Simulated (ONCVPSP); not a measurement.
**Before and after: ONCV potential for Mo**

```json
{"Element": "molybdenum (Mo)", "Generator": "ONCVPSP 4.0.1", "Type": "optimised norm-conserving Vanderbilt (ONCV)", "Functional": "PBE", "Relativity": "fully relativistic", "Frozen core": "[Ar] 3d10", "Valence charge": "14", "Reference configuration": "4s2 4p6 4d5 5s1", "Partial waves": "4s+5s: rc 1.95 bohr, ncon 3, nbas 8, qcut 5 1/bohr, 2 projectors; 4p: rc 1.25 bohr, ncon 4, nbas 7, qcut 6.9 1/bohr, 2 projectors, debl 3.6 Ha; 4d: rc 1.55 bohr, ncon 5, nbas 10, qcut 5.6 1/bohr, 2 projectors, debl 0.8 Ha", "Local potential": "polynomial inside 0.95 bohr (lpopt 5, dvloc0 0 Ha)", "Core correction": "none"}
```

Open shells are filled in proportion to 2j + 1.

Change: core correction Teter function fitted to the true core (icmod 2), fcfact 0.35.

Cutoffs: the cutoffs (Ha) at which the residual kinetic energy of the hardest occupied pseudo-wave falls to 1 and 0.1 mHa per electron; they do not see the model core or the augmentation charge, which bear on the density cutoff. Errors are all-electron minus pseudo energies relative to the spin-unpolarised reference configuration.

Task: What does the change do?

Result: The potential gets neither clearly harder nor softer (46 Ha and 135 Ha → 46 Ha and 135 Ha); of the 4 tests that both files solve, the error grows in 2 and shrinks in 1 by more than 15 % and 0.3 meV (median size 0.7 → 0.9 meV); neither file shows a bound ghost. A model core, the more so a compact one, raises the density cutoff, which this test does not measure.

| quantity | base | changed |
| --- | --- | --- |
| cutoff, loose | 46 Ha | 46 Ha |
| cutoff, tight | 135 Ha | 135 Ha |
| bound ghosts | none | none |
| GHOST(+) flags under 300 eV | s at 31.8 eV | s at 31.8 eV |
| error for 4s2 4p6 4d5 5s0, meV [ΔE 6.89 eV] | -1.0 | -1.6 |
| error for 4s2 4p6 4d4 5s0, meV [ΔE 22.35 eV] | +0.5 | 0.0 |
| error for 4s2 4p6 4d3 5s0, meV [ΔE 49.09 eV] | +4.1 | +5.2 |
| error for 4s2 4p6 4d4 5s1, meV [ΔE 8.06 eV] | -0.2 | -0.2 |
| s: phases at 1.98 bohr within 0.05 rad from the reference energy up to (Ha; the scan ends near 5) | 0.8 | 0.8 |
| p3/2: phases at 1.27 bohr within 0.05 rad from the reference energy up to (Ha; the scan ends near 5) | to the end of the scan | to the end of the scan |
| p1/2: phases at 1.27 bohr within 0.05 rad from the reference energy up to (Ha; the scan ends near 5) | to the end of the scan | to the end of the scan |
| d5/2: phases at 1.57 bohr within 0.05 rad from the reference energy up to (Ha; the scan ends near 5) | to the end of the scan | to the end of the scan |
| d3/2: phases at 1.57 bohr within 0.05 rad from the reference energy up to (Ha; the scan ends near 5) | to the end of the scan | to the end of the scan |
